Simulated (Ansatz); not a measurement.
This geometry of CH4ClGaOS (9 atoms, charge 0, multiplicity 1) is a first-order saddle point.

Level of theory: RKS PBE-D4/def2-SVP (Ansatz 0.2.0).

```xyz
9
Properties=species:S:1:pos:R:3
C 1.184 1.038 0.625
O 0.629 -0.261 0.498
Ga -0.670 -0.682 -0.659
S -1.443 -2.757 -0.764
Cl -1.376 0.942 -1.911
H 1.079 1.387 1.677
H 2.270 1.009 0.383
H 0.703 1.791 -0.039
H -2.376 -2.467 0.189
```

Which two structures does it join? (They come from a converged band through this point; their orientation in space is the band's.)

No bond is made or broken. The dihedral Cl5–Ga3–S4–H9 goes from 180 to 0°.

Image 0:

```xyz
9
Properties=species:S:1:pos:R:3
C 1.110 0.969 0.641
O 0.338 -0.217 0.549
Ga -0.900 -0.493 -0.717
S -1.999 -2.394 -0.718
Cl -1.252 1.062 -2.175
H 0.968 1.433 1.642
H 2.191 0.728 0.529
H 0.848 1.730 -0.129
H -1.303 -2.816 0.378
```

Image 6:

```xyz
9
Properties=species:S:1:pos:R:3
C 1.213 1.123 0.660
O 0.576 -0.138 0.782
Ga -0.699 -0.718 -0.328
S -1.573 -2.708 -0.003
Cl -1.328 0.574 -1.950
H 1.094 1.696 1.607
H 2.303 0.981 0.484
H 0.811 1.746 -0.171
H -2.396 -2.556 -1.080
```

How far does it lie above each of them?

18.3 kJ/mol above the first and 18.2 kJ/mol above the second. This is the barrier of this one path; another mechanism may lie lower.

Run time: 91 s on 2 threads of AMD EPYC 7B13 (Zen 3), on a shared host, peak memory 0.19 GiB.
